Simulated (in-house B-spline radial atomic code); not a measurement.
Computed with a B-spline radial atomic code. Model: two electrons, singlet ground state, non-relativistic, full CI in B-splines with partial waves to l = 8 (at full coupling up to 3e-4 hartree above the limit, correlation up to 0.6 % small), density held at that of full coupling by Lieb maximisation.

Along the adiabatic connection the electron repulsion is scaled by a coupling λ while a local potential keeps the density fixed. At λ = 0 the system is the Kohn-Sham one and W equals the exchange energy; the exchange-correlation energy is the area under W between 0 and 1. The kinetic energy rises with λ as the electrons avoid each other, with dT/dλ = −λ dW/dλ.

Command:
```bash
python run_ac.py task.json out
```
Settings (lengths in bohr, energies in hartree):
```
potential              coulomb
strength               0.5
lmax                   8
wall_radius            2.8
```

Time taken, with all properties: 4.9 s on 1 thread of Intel(R) Xeon(R) Processor @ 2.30GHz, on a shared host.

**W = mean repulsion less Hartree energy, and W of three functionals.**

Given: confinement point charge; nuclear charge 0.5; hard wall radius 2.8 bohr; external potential -Z/r.

Computed: LDA exchange minus exact 92.523 millihartree; SCAN exchange minus exact -2.1336 millihartree.

| coupling | W xc (hartree) | W xc minus exchange (millihartree) | kinetic minus Kohn-Sham (millihartree) | LDA (PW92) W minus its exchange (millihartree) | PBE W minus its exchange (millihartree) | SCAN W minus its exchange (millihartree) |
| --- | --- | --- | --- | --- | --- | --- |
| 0 | -0.66215 | 0 | 0 | 0 | 0 | 0 |
| 0.02 | -0.66421 | -2.067 | 0.02 | -11.05 | -3.27 | -1.93 |
| 0.05 | -0.66726 | -5.109 | 0.13 | -22.27 | -8.02 | -4.73 |
| 0.12 | -0.67409 | -11.946 | 0.71 | -41.79 | -18.29 | -10.96 |
| 0.25 | -0.68589 | -23.739 | 2.88 | -68.23 | -35 | -21.66 |
| 0.4 | -0.69818 | -36.032 | 6.85 | -91.41 | -51.44 | -32.86 |
| 0.6 | -0.71267 | -50.527 | 14.07 | -115.8 | -70.05 | -46.25 |
| 0.8 | -0.72534 | -63.189 | 22.9 | -135.59 | -85.9 | -58.19 |
| 1 | ? | ? | ? | ? | ? | ? |
| 1.4 | -0.75507 | -92.923 | 55.08 | -179.35 | -122.73 | -87.45 |
| 2 | -0.77635 | -114.2 | 90.92 | -209.91 | -149.55 | -109.71 |
| 3 | -0.80089 | -138.74 | 151.41 | -245.74 | -181.81 | -136.96 |
| 4.5 | -0.82415 | -162 | 237.19 | -281.27 | -214.46 | -164.14 |
| 7 | ? | ? | ? | ? | ? | ? |
| 10 | -0.86262 | -200.47 | 497.39 | -345.8 | -274.89 | -209.04 |

(1) What belongs in the row 1?

(2) What belongs in the row 7?

(3) What is the PBE exchange minus exact?

**Energy parts, natural occupations and partial-wave weights.**

Computed: total energy 0.9650 hartree; exchange energy -0.66215 hartree; correlation energy -0.041422 hartree; initial slope twice GL2 -0.10411 hartree; kinetic part over minus potential part 0.44265; Hartree energy 1.3243 hartree; Lieb Oxford ratio E_xc over LDA exchange 1.2351.

```
natural  occupation of the shell (electrons)
      s                                1.964
      p                                    ?
      s                            0.0016228
      d                           0.00098937
      p                           0.00017656
      f                           0.00011848
```

(4) What belongs in the row p?

| wave | weight |
| --- | --- |
| s | 0.98281 |
| p | ? |
| d | 0.00051284 |
| f | 6.4035e-05 |
| g | 1.4227e-05 |

(5) What belongs in the row p?

(6) What is the kinetic part of the DFT correlation energy?

(7) What is the Kohn-Sham kinetic?

Results:

(1) W xc (hartree): -0.73647; W xc minus exchange (millihartree): -74.319; kinetic minus Kohn-Sham (millihartree): 32.9; LDA (PW92) W minus its exchange (millihartree): -152.28; PBE W minus its exchange (millihartree): -99.69; SCAN W minus its exchange (millihartree): -68.92.

(2) W xc (hartree): -0.84675; W xc minus exchange (millihartree): -184.6; kinetic minus Kohn-Sham (millihartree): 364.43; LDA (PW92) W minus its exchange (millihartree): -318.15; PBE W minus its exchange (millihartree): -248.85; SCAN W minus its exchange (millihartree): -190.97.

(3) 29.807 millihartree.

(4) occupation of the shell (electrons): 0.032995.

(5) weight: 0.01659.

(6) 0.032898 hartree.

(7) 1.2788 hartree.

Half-way to full coupling W has made 58 % of its drop, against 50 % for a straight line, and second-order (GL2) theory, half the initial slope, overshoots the correlation energy by about 26 %: a moderate bend, as in light atoms. Over couplings 0 to 1 the errors in E_xc come to about +37 millihartree for LDA, +14 millihartree for PBE, +1.2 millihartree for SCAN, so SCAN is nearest. In LDA and PBE and SCAN the errors of exchange and correlation have opposite signs, so the sum is smaller than the larger of the two.
